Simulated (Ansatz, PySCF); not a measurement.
Si(H)(F)(OH)(OMe) (CH5FO2Si), SMILES CO[SiH](O)F. Atoms are numbered in the order given.

```xyz
10

Si     0.5761     0.1575     0.1827
O      1.7036    -0.0122    -0.9906
F      0.3219    -1.2389     0.9671
O     -0.8499     0.5720    -0.5200
C     -2.1167     0.5400     0.0842
H      1.0825     1.1272     1.1708
H      1.4218    -0.4297    -1.8103
H     -2.2424     1.3666     0.8058
H     -2.8831     0.6528    -0.6969
H     -2.2955    -0.4122     0.6121
```
Charge 0, spin multiplicity 1.

The structure is a stationary point at PBE0-D3(BJ)/def2-SVP. The structure was generated by enumeration, and PubChem lists no compound with its InChIKey, so it may never have been made. The values are those of a single conformer.

Two levels are set side by side: PBE-D3(BJ)/def2-SVP (Ansatz, a first-principles code) and PBE0-D3(BJ)/def2-SVP (Ansatz). Each level has its own optimised geometry; the coordinates shown are those of the second. Frequencies come from the Hessian of PySCF at each geometry. Differences are taken from unrounded values.

```csv
quantity,PBE0-D3(BJ)
mean bond length (Å),1.339
bond Si1–O2 (Å),1.636
bond Si1–F3 (Å),1.622
bond Si1–O4 (Å),1.643
bond O4–C5 (Å),1.404
bond Si1–H6 (Å),1.474
bond O2–H7 (Å),0.962
bond C5–H8 (Å),1.104
bond C5–H9 (Å),1.100
bond C5–H10 (Å),1.103
highest harmonic wavenumber (cm⁻¹),3933
mean harmonic wavenumber (cm⁻¹),1263
zero-point energy (kcal/mol),43.34
```

Task: What does PBE-D3(BJ) give, and how far is it from PBE0-D3(BJ)? (Estimate from the structure and the level; the computed values follow.)

Result: 
```json
[
 {"quantity": "mean bond length (Å)", "PBE-D3(BJ)": "1.352", "PBE-D3(BJ) minus PBE0-D3(BJ)": "0.013"},
 {"quantity": "bond Si1–O2 (Å)", "PBE-D3(BJ)": "1.653", "PBE-D3(BJ) minus PBE0-D3(BJ)": "0.017"},
 {"quantity": "bond Si1–F3 (Å)", "PBE-D3(BJ)": "1.638", "PBE-D3(BJ) minus PBE0-D3(BJ)": "0.016"},
 {"quantity": "bond Si1–O4 (Å)", "PBE-D3(BJ)": "1.661", "PBE-D3(BJ) minus PBE0-D3(BJ)": "0.018"},
 {"quantity": "bond O4–C5 (Å)", "PBE-D3(BJ)": "1.418", "PBE-D3(BJ) minus PBE0-D3(BJ)": "0.015"},
 {"quantity": "bond Si1–H6 (Å)", "PBE-D3(BJ)": "1.486", "PBE-D3(BJ) minus PBE0-D3(BJ)": "0.012"},
 {"quantity": "bond O2–H7 (Å)", "PBE-D3(BJ)": "0.974", "PBE-D3(BJ) minus PBE0-D3(BJ)": "0.011"},
 {"quantity": "bond C5–H8 (Å)", "PBE-D3(BJ)": "1.114", "PBE-D3(BJ) minus PBE0-D3(BJ)": "0.009"},
 {"quantity": "bond C5–H9 (Å)", "PBE-D3(BJ)": "1.109", "PBE-D3(BJ) minus PBE0-D3(BJ)": "0.009"},
 {"quantity": "bond C5–H10 (Å)", "PBE-D3(BJ)": "1.112", "PBE-D3(BJ) minus PBE0-D3(BJ)": "0.009"},
 {"quantity": "highest harmonic wavenumber (cm⁻¹)", "PBE-D3(BJ)": "3763", "PBE-D3(BJ) minus PBE0-D3(BJ)": "-169"},
 {"quantity": "mean harmonic wavenumber (cm⁻¹)", "PBE-D3(BJ)": "1218", "PBE-D3(BJ) minus PBE0-D3(BJ)": "-45"},
 {"quantity": "zero-point energy (kcal/mol)", "PBE-D3(BJ)": "41.78", "PBE-D3(BJ) minus PBE0-D3(BJ)": "-1.56"}
]
```

GGA bonds tend to be longer and softer than those of functionals with exact exchange. Differences between two approximate levels are no errors against the true value.
